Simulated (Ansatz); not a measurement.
Geometry optimisation, UKS BLYP/def2-SVP in Ansatz.

input.yaml

```yaml
crystal:
  periodic: [false, false, false]
  atoms:
    - { symbol: Al, position_ang: [-0.144285, -0.527701, 0.652127] }
    - { symbol: F, position_ang: [-0.630749, -1.839877, 1.595601] }
    - { symbol: O, position_ang: [1.510607, -0.644194, 0.031401] }
    - { symbol: H, position_ang: [1.827844, 0.004456, -0.624387] }
    - { symbol: O, position_ang: [-1.256489, 0.199915, -0.491861] }
    - { symbol: H, position_ang: [-2.190226, -0.079521, -0.520826] }
    - { symbol: O, position_ang: [0.057586, 0.458122, 2.157752] }
    - { symbol: H, position_ang: [0.101511, -0.1709, 2.910893] }
magnetization:
  spin_polarized: true
  initial_magnetization: 1
basis:
  gaussian: { orbitals: def2-SVP }
hamiltonian:
  xc: blyp
relax:
  f_tol: 0.03
  max_steps: 50
output:
  orbitals: {}
```

Launched with:

```bash
$ ansatz run input.yaml --threads 4 --pin off --max-ram 5120MiB --backend cpu --events-out ev --progress --plain --runs-dir out
```

Task: Where does it end, and by what steps?

Result: It converged. After 9 steps the energy has fallen by 0.280 eV; F2 moved furthest, 0.42 Å.

```tsv
step	energy less start (eV)	largest force component (eV/Å)	accepted
0	0.0000	1.062	yes
1	-0.1660	0.707	yes
2	-0.2247	0.596	yes
3	-0.2514	0.426	yes
4	-0.2559	0.449	yes
5	-0.2777	0.078	yes
6	-0.2793	0.044	yes
7	-0.2794	0.071	yes
8	-0.2794	0.070	yes
9	-0.2796	0.007	yes
```

```xyz
8
Properties=species:S:1:pos:R:3
Al -0.151 -0.616 0.780
F -0.741 -2.110 1.288
O 1.387 -0.748 -0.134
H 1.769 0.095 -0.455
O -1.248 0.261 -0.323
H -2.079 -0.179 -0.594
O 0.225 0.509 2.116
H 0.113 0.189 3.033
```

Whether the end is a true minimum wasn't checked by a vibrational analysis.

The run took 23 s on 4 threads of Arm Neoverse V1 (shared host), peak memory 0.21 GiB.
